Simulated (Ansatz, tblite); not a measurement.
Removing and adding an electron: In(PF3)H3 (InPH₃F₃). Total charge 0; singlet. Geometry: r2SCAN-D4/def2-SVP. Ansatz, gas phase; energy differences of separate SCF runs; the oxidised species was run as a doublet alone; the reduced species was run as a doublet alone.

Cartesian coordinates in Å:
```
In 0.645 -1.017 1.161
P -0.443 0.705 -0.803
F -0.024 2.237 -0.803
F -2.020 0.882 -0.860
F -0.177 0.379 -2.335
H -0.248 -2.376 0.566
H -0.001 -0.063 2.454
H 2.267 -0.748 0.619
```

In the def2 sets In takes a core potential; there is no spin–orbit coupling. The xTB rows come from tblite. HOMO above LUMO, or a gap near zero within one spin, warns that the state may not be the lowest or that an electron is smeared out.

(1) Estimate orbital energies and vertical ionisation energies and electron affinities at: GFN1-xTB; GFN2-xTB; PBE-D4/def2-TZVPD; r2SCAN-D4/def2-TZVP; r2SCAN-D4/def2-TZVPD; PBE0-D4/def2-TZVP; PBE0-D4/def2-TZVPD.

Results:

(1) 
```csv
level,−HOMO (eV),vertical IE (eV),−LUMO (eV),vertical EA (eV),HOMO–LUMO gap (eV),IE − EA (eV),remarks
GFN1-xTB,11.90,14.73,7.56,4.19,4.34,10.54,–
GFN2-xTB,11.53,14.48,6.73,3.90,4.80,10.59,–
PBE-D4/def2-TZVPD,7.02,–,2.18,-0.14,4.84,–,"HOMO above zero (-1 doublet), gap within one spin near zero (-1 doublet)"
r2SCAN-D4/def2-TZVP,7.28,10.20,1.90,–,5.38,–,–
r2SCAN-D4/def2-TZVPD,7.30,–,1.95,-0.25,5.34,–,HOMO above zero (-1 doublet)
PBE0-D4/def2-TZVP,8.18,10.33,1.19,–,6.99,–,–
PBE0-D4/def2-TZVPD,8.19,–,1.27,-0.29,6.92,–,HOMO above zero (-1 doublet)
```

Run but left out: PBE-D4/def2-TZVP (charge +1 doublet: an occupied level 0.14 eV above an empty one).   A HOMO above zero means that the electron is unbound at that level or that self-interaction error raises the level; the energy of removing that electron tells which. Raw xTB energy differences between charge states are shifted by several eV; the methods need an empirical correction for them. A negative affinity means that the extra electron isn't bound; its size then hangs on the basis.
